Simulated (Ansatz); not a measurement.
A trace of molecular dynamics of FH$_{4}$InO$_{2}$ (8 atoms, charge 0, multiplicity 1).

These are results of RKS LDA/def2-SVP in Ansatz 0.2.0, not measurements.

```
ensemble                      : NVE (velocity Verlet)
starting velocities drawn for : 300 K
seed                          : 6645
```

```csv
time (fs),T (K),potential energy less start (eV),conserved less start (meV/atom)
0.0,300,0.000,0.00
4.0,250,0.039,0.02
8.0,177,0.096,0.04
12.0,122,0.139,0.09
16.0,215,0.067,0.08
20.0,266,0.027,0.12
24.0,300,0.000,0.10
28.0,349,-0.038,0.05
32.0,326,-0.020,0.07
36.0,388,-0.069,-0.04
40.0,386,-0.067,-0.02
44.0,350,-0.038,0.08
48.0,351,-0.039,0.03
52.0,364,-0.050,0.03
56.0,380,-0.062,0.00
60.0,360,-0.046,-0.02
64.0,350,-0.038,0.08
68.0,343,-0.033,0.11
72.0,374,-0.057,0.08
76.0,452,-0.118,0.01
80.0,451,-0.117,-0.01
84.0,457,-0.122,-0.07
88.0,404,-0.081,-0.01
92.0,362,-0.047,0.14
96.0,395,-0.072,0.19
100.0,421,-0.093,0.14
```

Is this trajectory sound?

The conserved energy stayed within 0.19 meV per atom of its start (net change 0.14 meV per atom), so the integration is sound. The system heated up, since it started high on the potential surface and ran downhill. A run of 0.1 ps of so small a system gives no equilibrium averages. The orbitals stay closed-shell, which can raise the energy where a bond breaks towards radicals; this wasn't checked here. The time step was 0.5 fs.

Time of the run: 100 s on 2 threads of INTEL(R) XEON(R) PLATINUM 8581C CPU @ 2.10GHz (Emerald Rapids), on a shared host, peak memory 0.14 GiB.
